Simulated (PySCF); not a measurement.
# Spectroscopy problems

- shielding tensors at PBE0/pcSseg-1 (GIAO)
- geometry from GFN2-xTB
- code: PySCF 2.14
- equivalent nuclei averaged, no solvent model, a single conformation, relativity neglected

Chemical shifts δ = σref − σ; TMS for ¹H and ¹³C, all at this level. Splittings of carbon signals by F and P are missing where no couplings were computed. Where no couplings were computed, multiplicities follow the n + 1 count of equivalent neighbours, and m marks all less simple cases (inequivalent or close neighbours, rings, F or P nearby). Shifts are as computed. Against solution values, carbons near 30 ppm lie about +3 ppm off and those near 130 ppm about +5 ppm. Of 1309 compounds with measured shifts, 239 miss one by over three times the rms of a fit or turn the order of signals round; such compounds aren't used in these exercises. OH and NH positions are gas-phase values without hydrogen bonding to other molecules.

Problem. C$_{5}$H$_{12}$O$_{2}$Si. ¹H NMR (500 MHz, computed): δ 5.11 (t, 2H), 4.60 (br s, 1H), 4.40 (s, 2H), 4.33 (br s, 1H), 1.15 (t, 3H), 0.71 (m, 2H), 0.33 (br s, 1H). ¹³C{¹H} NMR (computed): δ 163.8, 95.5, 68.2, 13.5, 9.6. Identify the compound.

Solution. `C=C(CO)O[SiH2]CC`. Rings plus π bonds: 1 (no ring in the answer). 5 carbon signals for 5 carbons: no two carbons are equivalent. Carbon types of the structure: 1 × C, 3 × CH2, 1 × CH3, leaving 3 H on heteroatoms. δC 163.8: alkene carbon bearing oxygen; an sp2 carbon further deshielded by the attached heteroatom. δC 95.5: β carbon of an enol-ether or enamine type C=C; the O or N lone pair pushes π density onto this β carbon and shields it. δC 68.2: allylic sp3 CH2 bonded to O; the inductive effect lowers its shielding. δH 4.60, 4.33: hydrogen on a β carbon of an enol-ether or enamine type C=C; lone-pair donation from O or N shields it, upfield of ordinary alkene protons.

This is the structure that produced the data.

Problem. C$_{9}$H$_{11}$F. ¹H NMR (600 MHz, computed): δ 6.73 (m, 1H), 6.16 (s, 1H), 6.11 (m, 1H), 5.77 (m, 1H), 5.55 (m, 1H), 5.21 (m, 1H), 2.99 (m, 1H), 2.23 (m, 1H), 2.04 (s, 3H). ¹³C{¹H} NMR (computed): δ 146.7, 146.7, 144.1, 134.0, 125.6, 120.2, 85.9, 32.8, 25.0. What is it?

Solution. `C=CC1=CC(C)=C[C@@H](F)C1`. Rings plus π bonds: 4 (1 ring in the answer). 9 carbon signals for 9 carbons: no two carbons are equivalent. Carbon types of the structure: 2 × C, 4 × CH, 2 × CH2, 1 × CH3, which accounts for all hydrogens. δC 146.7, 134.0, 125.6: alkene CH; an sp2 carbon of a C=C bond. δC 146.7, 144.1: fully substituted alkene carbon; the olefinic region. δC 120.2: terminal =CH2 carbon; as expected for a trigonal carbon in a double bond. δC 85.9: allylic sp3 CH bonded to F; deshielded by the electronegative neighbour.

The data come from this structure; uniqueness wasn't tested.

Problem. C$_{5}$H$_{12}$O$_{2}$Si. ¹H NMR (600 MHz, computed): δ 5.13 (m, 1H), 3.85 (s, 3H), 3.37 (s, 3H), 3.36 (m, 1H), 1.86 (m, 2H), 1.68 (m, 2H). ¹³C{¹H} NMR (computed): δ 70.4, 57.4, 54.0, 30.6. Identify the compound.

Solution. SMILES CO[C@H]1C[Si@@H](OC)C1. Rings plus π bonds: 1 (1 ring in the answer). 4 carbon signals for 5 carbons: some carbons are equivalent by symmetry or fast rotation. Carbon types of the structure: 1 × CH, 2 × CH2, 2 × CH3, leaving 1 H on heteroatoms. δC 70.4: sp3 CH bonded to O; pulled downfield by the heteroatom. δC 57.4, 54.0: methyl carbon bonded to O; deshielded by the electronegative neighbour. δH 3.85, 3.37: hydrogen on a methyl carbon bonded to O; its carbon carries O, which withdraws density. δH 3.36: hydrogen on an sp3 CH bonded to O; its carbon carries O, hence the downfield position.

The shifts were computed for this structure.
